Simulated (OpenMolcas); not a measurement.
OpenMolcas run: Mn4+

Input:

```
&GATEWAY
Coord
1

Mn 0.0 0.0 0.0
Basis=ANO-RCC-VTZP
Group=XYZ
NoMove
AngMom=0.0 0.0 0.0
AMFI
&SEWARD
* reference wave functions (RASSCF and RASSI steps not shown): 9 electrons in 8 orbitals (RAS1 3p, at most 2 holes; RAS2 3d)
>>> COPY JOB001 $Project.JobIph
&CASPT2
Multistate=10 1 2 3 4 5 6 7 8 9 10
Frozen=2 3
IPEA=0.25
Imaginary=0.1
MaxIter=60
WThr=0.0 0.3 0.05
PrWF=0.5
NoMix
>>> COPY JOB002 $Project.JobIph
&CASPT2
Multistate=40 1 2 3 4 5 6 7 8 9 10 11 12 13 14 15 16 17 18 19 20 21 22
23 24 25 26 27 28 29 30 31 32 33 34 35 36 37 38 39 40
Frozen=2 3
IPEA=0.25
Imaginary=0.1
MaxIter=60
WThr=0.0 0.3 0.05
PrWF=0.5
NoMix
```

Launched by
```bash
OMP_NUM_THREADS=1 MOLCAS_MEM=1689 MOLCAS_PROJECT=a pymolcas a.inp > a.log  # once for each step of the input, in one work folder
```

Output, cut to the results:

```
--- CASPT2 ---
Orbital specifications:
      -----------------------

      Symmetry species                           1   2
                                                ag  au
      Frozen orbitals                            2   3
      Inactive orbitals                          1   0
      Active orbitals                            5   3
      Secondary orbitals                        22  23
      Deleted orbitals                           0   0
      Number of basis functions                 30  29
Type of calculation                        MS-CASPT2
      Fock operator                              state-specific
      IPEA shift                                 0.25
      Real shift                                 0.00
      Imaginary shift                            0.10
      The input orbitals will be transformed to quasi-canonical
Reference energy:       -1153.6304883247
      E2 (Non-variational):      -0.2596431158
      Shift correction:          -0.0000344551
      E2 (Variational):          -0.2596775708
      Total energy:           -1153.8901658956
      Residual norm:              0.0000004079
      Reference weight:           0.97327
      Contributions to the CASPT2 correlation energy
      Active & Virtual Only:         -0.1972808328
      One Inactive Excited:          -0.0573088595
      Two Inactive Excited:          -0.0050534234
Reference energy:       -1153.6304883247
      E2 (Non-variational):      -0.2602471887
      Shift correction:          -0.0000348820
      E2 (Variational):          -0.2602820707
      Total energy:           -1153.8907703954
      Residual norm:              0.0000005419
      Reference weight:           0.97311
      Contributions to the CASPT2 correlation energy
      Active & Virtual Only:         -0.1978006561
      One Inactive Excited:          -0.0573751863
      Two Inactive Excited:          -0.0050713463
::    CASPT2 Root  1     Total energy:  -1153.89016590
::    CASPT2 Root  2     Total energy:  -1153.89077040
::    CASPT2 Root  3     Total energy:  -1153.89091237
::    CASPT2 Root  4     Total energy:  -1153.89120312
::    CASPT2 Root  5     Total energy:  -1153.89062326
::    CASPT2 Root  6     Total energy:  -1153.88960787
::    CASPT2 Root  7     Total energy:  -1153.89034446
::    CASPT2 Root  8     Total energy:  -1153.81499341
::    CASPT2 Root  9     Total energy:  -1153.81498316
::    CASPT2 Root 10     Total energy:  -1153.81499015
::    MS-CASPT2 Root  1     Total energy:  -1153.89329792
::    MS-CASPT2 Root  2     Total energy:  -1153.89261553
::    MS-CASPT2 Root  3     Total energy:  -1153.89138614
::    MS-CASPT2 Root  4     Total energy:  -1153.89007284
::    MS-CASPT2 Root  5     Total energy:  -1153.88965739
::    MS-CASPT2 Root  6     Total energy:  -1153.88875019
::    MS-CASPT2 Root  7     Total energy:  -1153.88793000
::    MS-CASPT2 Root  8     Total energy:  -1153.81498434
::    MS-CASPT2 Root  9     Total energy:  -1153.81496238
::    MS-CASPT2 Root 10     Total energy:  -1153.81493735
--- CASPT2 ---
Orbital specifications:
      -----------------------

      Symmetry species                           1   2
                                                ag  au
      Frozen orbitals                            2   3
      Inactive orbitals                          1   0
      Active orbitals                            5   3
      Secondary orbitals                        22  23
      Deleted orbitals                           0   0
      Number of basis functions                 30  29
Type of calculation                        MS-CASPT2
      Fock operator                              state-specific
      IPEA shift                                 0.25
      Real shift                                 0.00
      Imaginary shift                            0.10
      The input orbitals will be transformed to quasi-canonical
Reference energy:       -1153.5376639074
      E2 (Non-variational):      -0.2722359703
      Shift correction:          -0.0000401174
      E2 (Variational):          -0.2722760877
      Total energy:           -1153.8099399951
      Residual norm:              0.0000005168
      Reference weight:           0.97097
      Contributions to the CASPT2 correlation energy
      Active & Virtual Only:         -0.2075681941
      One Inactive Excited:          -0.0595356592
      Two Inactive Excited:          -0.0051321170
Reference energy:       -1153.5376639074
      E2 (Non-variational):      -0.2722113545
      Shift correction:          -0.0000400335
      E2 (Variational):          -0.2722513880
      Total energy:           -1153.8099152953
      Residual norm:              0.0000005106
      Reference weight:           0.97099
      Contributions to the CASPT2 correlation energy
      Active & Virtual Only:         -0.2076179139
      One Inactive Excited:          -0.0594633907
      Two Inactive Excited:          -0.0051300499
::    CASPT2 Root  1     Total energy:  -1153.80994000
::    CASPT2 Root  2     Total energy:  -1153.80991530
::    CASPT2 Root  3     Total energy:  -1153.80997081
::    CASPT2 Root  4     Total energy:  -1153.81003889
::    CASPT2 Root  5     Total energy:  -1153.80995127
::    CASPT2 Root  6     Total energy:  -1153.80995444
::    CASPT2 Root  7     Total energy:  -1153.80995519
::    CASPT2 Root  8     Total energy:  -1153.81013111
::    CASPT2 Root  9     Total energy:  -1153.80999948
::    CASPT2 Root 10     Total energy:  -1153.78661518
::    CASPT2 Root 11     Total energy:  -1153.78661525
::    CASPT2 Root 12     Total energy:  -1153.78661447
::    CASPT2 Root 13     Total energy:  -1153.77930358
::    CASPT2 Root 14     Total energy:  -1153.77926288
::    CASPT2 Root 15     Total energy:  -1153.77931352
::    CASPT2 Root 16     Total energy:  -1153.77934866
::    CASPT2 Root 17     Total energy:  -1153.77926525
::    CASPT2 Root 18     Total energy:  -1153.77859749
::    CASPT2 Root 19     Total energy:  -1153.77834395
...
```

Levels above the lowest, from the spin-orbit matrix with the single-state CASPT2 energies, averaged by term, on its diagonal:

```tsv
Configuration	Term	J	E (cm⁻¹)	Measured (cm⁻¹)	g	Term weight %	Second
3d³	⁴F	3/2	0.0	0.0	0.399	100	
3d³	⁴F	5/2	387	359	1.029	100	
3d³	⁴F	7/2	911	835	1.239	100	
3d³	⁴F	9/2	1555	1412	1.334	100	
3d³	⁴P	1/2	17080	16434	2.656	99	
3d³	⁴P	3/2	17230	16595	1.727	98	
3d³	⁴P	5/2	17700	17049	1.601	100	
3d³	²G	7/2	18270	17892	0.889	100	
3d³	²G	9/2	18810	18399	1.109	99	
3d³	²P	3/2	23470	22919	1.203	72	26 ²D(1)
3d³	²P	1/2	23490	23082	0.680	99	
3d³	²H	9/2	25350	24975	0.911	99	
3d³	²D(1)	3/2	25440	24670	0.938	74	26 ²P
3d³	²D(1)	5/2	25640	24630	1.201	100	
3d³	²H	11/2	25750	25334	1.091	100	
3d³	²F	7/2	41380	40423	1.143	100	
3d³	²F	5/2	41610	40707	0.857	100	
3d³	²D(2)	5/2	64160	62608	1.200	100	
3d³	²D(2)	3/2	64480	62854	0.800	100
```

Against the 18 measured excited levels shown (Corliss and Sugar, J. Phys. Chem. Ref. Data 6, 1253 (1977)) the mean absolute deviation is 640 cm-1; the largest miss in energy is 3d³ ²D_3/2(2): computed 64480, measured 62854 cm⁻¹ (+2.6 %), and the largest in proportion 3d³ ⁴F_9/2 (+10.1 %).

CASPT2 does not keep the components of a term degenerate, so their means are used; among the terms shown or strongly mixed into the levels shown the widest spread is 350 cm-1 (3d³ ⁴F). Active for correlation alone: 3p; no level in the range computed is led by a configuration that opens it, so any true level of that kind is missing. Computed and measured levels are paired by configuration, term and J; levels that our copy of the source lacks, or whose pairing is in doubt (as where it misses far off the trend of its configuration), stay unpaired and out of the deviations. Only configurations of the active space appear. The first state left out of the spin-orbit step lies near 800000 cm-1 above the lowest spin-free state of the reference (among the parities and spins computed), and the list stops at four fifths of that energy or lower.

The CASPT2 steps took 37 s on 1 thread of Arm Neoverse V2, with other jobs on the host; the integral step is not counted.

The term weight is that of the spin-free term in the level, not the purity of its configuration. A number in round brackets counts repeated terms of one configuration in the order of the reference energies.
